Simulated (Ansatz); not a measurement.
Mulliken charges of CH$_{6}$GeN$_{2}$, SMILES `C=[N][GeH2][NH2]` from PBE/def2-TZVPP in Ansatz (PBE0-D4/def2-TZVP geometry).

```tsv
atom	x (Å)	y (Å)	z (Å)	charge (e)
C1	-1.518	0.572	-1.171	-0.088
N2	-1.185	0.237	-0.006	-0.226
Ge3	0.394	-0.740	0.234	0.328
N4	1.572	0.124	1.333	-0.381
H5	-2.435	1.152	-1.335	0.089
H6	-0.951	0.325	-2.085	0.060
H7	1.073	-0.931	-1.142	-0.044
H8	0.004	-2.058	0.914	-0.016
H9	1.893	1.015	0.982	0.137
H10	1.236	0.252	2.278	0.142
```

By hand: the dipole of these point charges (1 e Å = 4.8032 D).

Σ q r = (0.045, -0.023, -0.077) e Å, of length 0.092 e Å = 0.44 D.

How does the dipole of the full density compare? (An estimate is asked.)

Computed: (0.024, 0.160, -0.153) e Å, 1.07 D; the point charges give 0.41 times that, at 63° from its direction.

Point charges leave out the atoms' own dipoles, such as those of lone pairs, and Mulliken's split depends on the basis, so the two needn't agree.
